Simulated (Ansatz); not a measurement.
`C[N](C)[Mo]([OH])(=[S])=[S]` + `[OH][W](=[S])(=[S])[Cl]` → `[OH][Mo](=[S])(=[S])[Cl]` + `C[N](C)[W]([OH])(=[S])=[S]`  (redistribution)

Gas-phase electronic energies from Ansatz, PBE0-D4/def2-TZVP geometries. CBS: MP2 limit from def2 TZ/QZ plus the TZ coupled-cluster correction, frozen cores. DFT in def2-TZVPP. Elements past krypton have def2 core potentials. For Mo, W outer-core shells are correlated without core-valence functions, which leaves a few kJ/mol of doubt a bond. One conformer a species, not always the lowest.

| level | ΔE (kJ/mol) |
| --- | --- |
| PBE0-D4 | -4.4 |
| ωB97X-V | -6.1 |

**Question.** What does CCSD(T)/CBS give? (Estimate.)

**Answer.** Ansatz gave: -5.8 kJ/mol. The listed levels differ from it by 1.4, -0.3 kJ/mol.

Largest T1 diagnostic among the species: 0.024, so the coupled-cluster value is less sure than usual.

Leaving LDA and LC-ωPBE aside and taking each functional with its dispersion term where it has one, the values, not all of them listed here, spread over 5.1 kJ/mol, from BHLYP-D4 to revPBE-D4.
